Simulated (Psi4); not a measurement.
Psi4 input (wB97X-D/6-31G*):

```
memory 1500 MB

molecule {
0 2
C    -1.66959500   -1.01952100   -0.11564800
C    -0.62773600   -0.39468000    0.82701000
B     0.52083500    0.36793800    0.02135800
N     0.26486900    1.71474600   -0.40645000
N     1.68479500   -0.31553700   -0.37289700
H    -2.16129600   -0.25360800   -0.71729900
H    -1.20562500   -1.72886200   -0.80430500
H    -2.44142300   -1.55490200    0.44184400
H    -1.13173900    0.28663900    1.51763600
H    -0.16966100   -1.17739000    1.44191200
H     0.38580000    2.45724800    0.28011000
H     1.85225600   -1.27887900   -0.13989100
H     2.40385100    0.10080300   -0.93953900
symmetry c1
no_reorient
no_com
}

set {
  basis 6-31G*
  reference uks
  scf_type pk
  dft_radial_points 99
  dft_spherical_points 590
  e_convergence 1e-8
  d_convergence 1e-7
  maxiter 150
}

e = energy('wb97x-d')
print_out(f'\nFINAL {e:.10f} DIPOLE {variable("CURRENT DIPOLE")[0]:.6f} {variable("CURRENT DIPOLE")[1]:.6f} {variable("CURRENT DIPOLE")[2]:.6f}\n')
```

From the output:

```
  HONO-1 :   19  A 1.9990864
  HONO-0 :   20  A 1.0000000
  LUNO+0 :   21  A 0.0009136
  LUNO+1 :   22  A 0.0004641
  LUNO+2 :   23  A 0.0003334
  LUNO+3 :   24  A 0.0002514

Computation Completed

Properties will be evaluated at   0.000000,   0.000000,   0.000000 [a0]

Properties computed using the SCF density matrix

 Multipole Moments:

 ------------------------------------------------------------------------------------
     Multipole            Electronic (a.u.)      Nuclear  (a.u.)        Total (a.u.)
 ------------------------------------------------------------------------------------

 L = 1.  Multiply by 2.5417464519 to convert [e a0] to [Debye]
 Dipole X            :          0.6223116            0.0000000            0.6223116
 Dipole Y            :         -0.2842392           -0.0000076           -0.2842467
 Dipole Z            :          0.3887263            0.0000019            0.3887282
 Magnitude           :                                                    0.7868783

 ------------------------------------------------------------------------------------

FINAL -215.3210213929 DIPOLE 0.622312 -0.284247 0.388728

*** Psi4 exiting successfully. Buy a developer a beer!
```

The geometry given is a B3LYP-D3(BJ)/def2-TZVP minimum.
